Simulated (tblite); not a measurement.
Species: Cl₂NO₄S₂ (charge -1).
Cartesian coordinates in Å at the GFN2-xTB level; atoms count from 1:
```xyz
9
Cl2NO4S2 angstrom
O     -0.7873   -1.6307    0.2081
S     -1.1577   -0.2648    0.0529
O     -1.8804    0.1422   -1.1051
Cl    -2.4716    0.0381    1.5198
N     -0.0758    0.7687    0.5687
S      1.1998    0.4707   -0.2798
O      0.9022   -0.2354   -1.4862
O      2.1049    1.5748   -0.3505
Cl     2.1793   -0.8576    0.8469
```

Computed with GFN2-xTB (tblite): harmonic, unscaled wavenumbers at the GFN2-xTB geometry, gas phase. Errors from tens to a few hundred cm⁻¹ against measured bands are possible. One conformer, not necessarily the lowest.

Harmonic wavenumbers (cm⁻¹): 56.1, 81.0, 144.3, 193.7, 213.3, 272.9, 295.7, 331.4, 357.1, 367.7, 440.0, 470.8, 488.9, 552.1, 603.7, 890.3, 1000.8, 1127.2, 1172.2, 1276.4, 1295.8.

A = 1851, B = 680.5, C = 631.7 MHz; mass 211.865 u (most abundant isotopes); point group C1, symmetry number 1.

Task: Zero-point energy?

Result: ½Σν̃ = 5816 cm⁻¹ = 69.57 kJ/mol.

Task: Entropy at 298.15 K, 1 bar (ideal gas, RRHO, classical rotation)?

Result: Translation 175.65, rotation 127.11, vibration 106.84: S = 409.6 J/(mol K).

Task: And Cp and H(298.15 K) − H(0)?

Result: Cp = 139.72 J/(mol K), of which vibrations give 106.46 (their classical limit is 21 R = 174.6); H(298.15 K) − H(0) = 27.17 kJ/mol without the zero-point energy, 17.25 from vibrations.

Task: Which modes carry the vibrational entropy at 298.15 K?

Result: 56.1 cm⁻¹: 19.20; 81.0 cm⁻¹: 16.18; 144.3 cm⁻¹: 11.49; 193.7 cm⁻¹: 9.17; 213.3 cm⁻¹: 8.43; 272.9 cm⁻¹: 6.60 J/(mol K); the other 15 give 35.77 together.

Task: What must be added to the electronic energy to get the Gibbs energy at 298.15 K and 1 bar?

Result: ZPE + [H(298.15 K) − H(0)] − T·S = 69.57 + 27.17 − 122.12 = -25.38 kJ/mol.

Task: How do the functions run with temperature in this model?

Result: 
| T (K) | S (J/(mol K)) | Cp (J/(mol K)) | H − H(0) (kJ/mol) | G − H(0) (kJ/mol) | ln q(vib) |
| --- | --- | --- | --- | --- | --- |
| 150 | 328.5 | 96.4 | 9.32 | -39.96 | 2.37 |
| 250 | 386.0 | 128.6 | 20.70 | -75.79 | 4.75 |
| 400 | 453.3 | 157.6 | 42.37 | -138.96 | 8.19 |
| 600 | 521.7 | 178.7 | 76.25 | -236.79 | 12.25 |
| 900 | 597.3 | 192.8 | 132.30 | -405.26 | 17.32 |

q(vib) and H(0) count from the zero-point level.

Hindered rotation and anharmonicity are outside this model. Other conformers, if any are populated, would add a mixing term that is left out. The structure is chiral; the term R ln 2 for an equal mix with its mirror image is left out.
